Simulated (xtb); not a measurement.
GaI$_{3}$, charge +1, doublet, geometry from GFN2-xTB (such geometries of metal compounds can be far from the true shape) (a state made from the parent by changing its charge; the spin is typed, not shown lowest); GFN2-xTB (xtb 6.7.1).

Input for xtb:
```
$ xtb mol.xyz --gfn 2 --chrg 1 --uhf 1 --acc 1000 --json

# file mol.xyz
4

Ga     0.00000000    -0.00000000     0.00000000
I     -2.10028292    -1.45823568    -0.04756430
I      0.01598057     2.25851024    -1.19949077
I      2.08430235    -0.80027456     1.24705507
```

What the program printed (banner, timings and long lists left out):

```
   ID    Z sym.   atoms
    1   31 Ga     1
    2   53 I      2-4

           -------------------------------------------------
          |                Calculation Setup                |
           -------------------------------------------------

           -------------------------------------------------
          |                 G F N 2 - x T B                 |
           -------------------------------------------------

          ...................................................
          :                      SETUP                      :
          :.................................................:
          :  # basis functions                  40          :
          :  # atomic orbitals                  36          :
          :  # shells                           12          :
          :  # electrons                        23          :
          :  max. iterations                   250          :
          :  Hamiltonian                  GFN2-xTB          :
          :  restarted?                      false          :
          :  GBSA solvation                  false          :
          :  PC potential                    false          :
          :  electronic temp.          300.0000000     K    :
          :  accuracy                 1000.0000000          :
          :  -> integral cutoff          0.2000000E+02      :
          :  -> integral neglect         0.1000000E-04      :
          :  -> SCF convergence          0.1000000E-02 Eh   :
          :  -> wf. convergence          0.1000000E+00 e    :
          :  Broyden damping             0.4000000          :
          :  net charge                          1          :
          :  unpaired electrons                  1          :
          ...................................................

 iter      E             dE          RMSdq      gap      omega  full diag
   1    -12.2639523 -0.122640E+02  0.195E+01    3.60       0.0  T
   2    -12.2874123 -0.234600E-01  0.153E+01    3.19       1.0  T
   3    -12.2555955  0.318168E-01  0.643E+00    3.62       1.0  T
   4    -12.2909362 -0.353407E-01  0.241E+00    3.19       1.0  T
   5    -12.2915470 -0.610808E-03  0.122E+00    3.28       1.0  T
   6    -12.2753622  0.161848E-01  0.322E+00    3.25       1.0  T
   7    -12.2817038 -0.634159E-02  0.217E+00    3.25       1.0  T
   8    -12.2890752 -0.737144E-02  0.123E+00    3.25       1.0  T
   9    -12.2922325 -0.315728E-02  0.325E-01    3.25       1.0  T
  10    -12.2922986 -0.660718E-04  0.246E-01    3.25       1.0  T
  11    -12.2922664  0.321679E-04  0.209E-01    3.25       1.0  T

   *** convergence criteria satisfied after 11 iterations ***

         :::::::::::::::::::::::::::::::::::::::::::::::::::::
         ::                     SUMMARY                     ::
         :::::::::::::::::::::::::::::::::::::::::::::::::::::
         :: total energy             -12.277974107274 Eh    ::
         :: gradient norm              0.000080423291 Eh/a0 ::
         :: HOMO-LUMO gap              3.253101713347 eV    ::
         ::.................................................::
         :: SCC energy               -12.292264035125 Eh    ::
         :: -> isotropic ES            0.115094495885 Eh    ::
         :: -> anisotropic ES          0.008711904255 Eh    ::
         :: -> anisotropic XC         -0.006406882198 Eh    ::
         :: -> dispersion             -0.005436128334 Eh    ::
         :: repulsion energy           0.014289927851 Eh    ::
         :: add. restraining           0.000000000000 Eh    ::
         :: total charge               0.999999999946 e     ::
         :::::::::::::::::::::::::::::::::::::::::::::::::::::

           -------------------------------------------------
          |                Property Printout                |
           -------------------------------------------------

    * Orbital Energies and Occupations

         #    Occupation            Energy/Eh            Energy/eV
      -------------------------------------------------------------
         1        2.0000           -0.9750550             -26.5326
         2        2.0000           -0.9748635             -26.5274
         3        2.0000           -0.9688266             -26.3631
         4        2.0000           -0.7966508             -21.6780
         5        2.0000           -0.6760612             -18.3966
         6        2.0000           -0.6760054             -18.3950
         7        1.9995           -0.6606810             -17.9780
         8        1.9995           -0.6606050             -17.9760
         9        1.9893           -0.6577486             -17.8983
        10        1.9867           -0.6575396             -17.8926
        11        1.9310           -0.6559176             -17.8484
        12        1.0940           -0.6512928             -17.7226 (HOMO)
        13                         -0.5317435             -14.4695 (LUMO)
        14                         -0.3873014             -10.5390
        15                         -0.3011393              -8.1944
        16                         -0.3011253              -8.1940
        17                         -0.2558980              -6.9633
        18                         -0.2558414              -6.9618
        19                         -0.2477916              -6.7428
        20                         -0.2477227              -6.7409
        21                         -0.2423648              -6.5951
        22                         -0.2347092              -6.3868
        23                         -0.2346039              -6.3839
       ...                                ...                  ...
        36                          2.4248638              65.9839
      -------------------------------------------------------------
                  HL-Gap            0.1195493 Eh            3.2531 eV
             Fermi-level           -0.6224819 Eh          -16.9386 eV

     #   Z          covCN         q      C6AA      α(0)
     1  31 Ga       2.553     0.224   213.042    32.732
     2  53 I        0.857     0.259   353.364    32.451
     3  53 I        0.857     0.258   353.393    32.452
     4  53 I        0.857     0.258   353.390    32.452

 Mol. C6AA /au·bohr⁶  :       4999.256361
 Mol. C8AA /au·bohr⁸  :     479241.952867
 Mol. α(0) /au        :        130.087582

Wiberg/Mayer (AO) data.
largest (>0.10) Wiberg bond orders for each atom

 ---------------------------------------------------------------------------
     #   Z sym  total        # sym  WBO       # sym  WBO       # sym  WBO
 ---------------------------------------------------------------------------
     1  31 Ga   3.287 --     2 I    1.097     3 I    1.095     4 I    1.094
     2  53 I    1.700 --     1 Ga   1.097     4 I    0.303     3 I    0.300
     3  53 I    1.704 --     1 Ga   1.095     4 I    0.309     2 I    0.300
     4  53 I    1.706 --     1 Ga   1.094     3 I    0.309     2 I    0.303
 ---------------------------------------------------------------------------

Topologies differ in total number of bonds
Writing topology from bond orders to xtbtopo.mol

molecular dipole:
                 x           y           z       tot (Debye)
 q only:       -0.002      -0.001       0.000
   full:       -0.002      -0.002       0.000       0.007
molecular quadrupole (traceless):
                xx          xy          yy          xz          yz          zz
 q only:        3.073       1.987       1.838       3.710      -5.035      -4.910
  q+dip:        0.005       0.008      -0.001      -0.001       0.002      -0.005
   full:       -0.746      -0.478      -0.453      -0.910       1.238       1.199

           -------------------------------------------------
          | TOTAL ENERGY              -12.277974107274 Eh   |
          | GRADIENT NORM               0.000080423291 Eh/α |
          | HOMO-LUMO GAP               3.253101713347 eV   |
           -------------------------------------------------

normal termination of xtb
```
